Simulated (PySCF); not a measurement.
A geometry optimisation on `CCCC[P@](=O)(O)C1=COC=C1`.

Computed with PBE0/def2-SV(P) geometry optimisation, gas phase (PySCF 2.14.0). Start geometry: GFN2-xTB. A driver script takes a list of jobs; this job's settings line and coordinates (Å) are shown.

Input:
```
{"job": {"xc": "PBE0", "basis": "def2-SV(P)", "grid": 1, "kind": "geom"}, "charge": 0, "multiplicity": 1}
C     -2.678461     1.610302    -0.138979
C     -2.009384     0.242399    -0.105790
C     -1.162059     0.054797     1.148488
C     -0.519329    -1.323741     1.189497
P      0.536035    -1.656493    -0.276485
O     -0.104547    -2.135880    -1.507102
O      1.541443    -2.774813     0.322791
C      1.577060    -0.202555    -0.502750
C      2.451214     0.433507     0.420246
C      2.993772     1.482347    -0.250314
O      2.518834     1.541247    -1.507951
C      1.665400     0.523836    -1.654748
H     -1.932195     2.401731    -0.119764
H     -3.333233     1.735697     0.721156
H     -3.273477     1.722288    -1.041562
H     -2.771020    -0.539026    -0.145614
H     -1.370713     0.120838    -0.983229
H     -1.785452     0.188672     2.037391
H     -0.382137     0.820837     1.172339
H     -1.279705    -2.108309     1.198553
H      0.105464    -1.437680     2.075966
H      1.679423    -3.437067    -0.357339
H      2.643648     0.131709     1.429125
H      3.701075     2.233028     0.043004
H      1.177409     0.396473    -2.600410
```

Question: Give the output.

Answer: 
```
step   0  E = -878.45260199  max force = 0.027685
step   1  E = -878.45832229  max force = 0.002717
step   2  E = -878.45860017  max force = 0.001739
step   3  E = -878.45888507  max force = 0.003685
step   4  E = -878.45907298  max force = 0.007791
step   5  E = -878.45945035  max force = 0.001752
step   6  E = -878.45963472  max force = 0.001584
step   7  E = -878.45967239  max force = 0.001738
step   8  E = -878.45969248  max force = 0.000480
step   9  E = -878.45970208  max force = 0.000977
step  10  E = -878.45971044  max force = 0.001023
step  11  E = -878.45971728  max force = 0.000834
step  12  E = -878.45971211  max force = 0.001039
step  13  E = -878.45971152  max force = 0.000796
step  14  E = -878.45971887  max force = 0.000563
step  15  E = -878.45972133  max force = 0.000274
optimisation converged
```

Energies in Eh; «max force» is the largest Cartesian gradient component in Eh/bohr.

Question: Give the first gradient maximum in eV/Å.

Answer: With 1 Eh/bohr = 51.422 eV/Å, 1.424 eV/Å.

Main results: final energy -878.45972 Eh after 15 steps; dipole 2.92 D.

The run took 1.7 min wall, 10 min CPU on Intel Xeon 6975P-C, 4 threads, on a shared host, and the process peaked at 1.3 GiB of memory.
Labels such as C1 count atoms from 1, the log's own numbers from 0.
